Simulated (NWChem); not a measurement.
System: BCl cation, doublet

```xyz
2

B      0.0000     0.0000    -1.2134
Cl     0.0000     0.0000     0.3903
```
Atoms are numbered in this order, from 1.

Coordinates come from a PBE0/def2-SVP, spin-unrestricted optimisation. No stability test was run on the SCF state. B3LYP is NWChem's, with the RPA form of VWN correlation.

### Question
List the 6 lowest vertical excitations from B3LYP/aug-cc-pVDZ, spin-unrestricted, TDA (NWChem).

### Answer
```
state    energy (eV)  oscillator strength  <S²>
-------  -----------  -------------------  ----
state 1         4.50                0.000  0.78
state 2         4.50                0.000  0.78
state 3         5.23                0.038  0.76
state 4         5.23                0.038  0.76
state 5         6.09                0.002  2.65
state 6         6.23                0.000  2.33
```
